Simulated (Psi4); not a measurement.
C2H4NO (SMILES CC([NH-])=O), charge -1, singlet, geometry from GFN2-xTB (a gas-phase anion, which may not be bound at this level). Base run: Psi4 1.11 with TPSS/STO-3G.

Input for Psi4:
```
memory 2 GB

molecule {
-1 1
  O     0.44102955    1.19748662    0.47680953
  C     0.16163575    0.06201656    0.02088216
  N     0.95199448   -0.88773121   -0.38661403
  C    -1.33545762   -0.32173137   -0.09676049
  H    -1.85084567    0.40012995   -0.73220856
  H    -1.43095332   -1.31866720   -0.52101978
  H    -1.79883849   -0.29696355    0.89081905
  H     1.93137104   -0.59198498   -0.29049862
}

set basis sto-3g

energy('tpss')
print_variables()
```

Each row names what was changed in the base input (with any setting that the change needs).

| change | ΔE vs base (mEh) | SCF cycles | grid points | basis functions |
|---|---|---|---|---|
| base | 0.000 | 9 | 170699 | 24 |
| dft_spherical_points = 974 | -0.002 | 9 | 549366 | 24 |
| level_shift = 1.0 | 0.000 | 9 | 170699 | 24 |
| damping_percentage = 50 | 0.001 | 46 | 170699 | 24 |
| cholesky_tolerance = 1e-6 (with scf_type cd) | 1.404 | 9 | 170699 | 24 |
| puream = false | 0.103 | 9 | 170699 | 24 |
| e_convergence = 1e-10 | 0.000 | 10 | 170699 | 24 |
| diis_max_vecs = 15 | 0.000 | 9 | 170699 | 24 |
| dft_radial_points = 99 | 0.000 | 9 | 224578 | 24 |
| guess = sapgau | 0.000 | 9 | 170699 | 24 |
| scf_type = mem_df | 0.000 | 9 | 170699 | 24 |
| scf_type = out_of_core | 1.405 | 9 | 170699 | 24 |
| scf_initial_accelerator = none | 0.000 | 8 | 170699 | 24 |

A gas-phase anion may not be bound at this level; its values then depend on the basis.
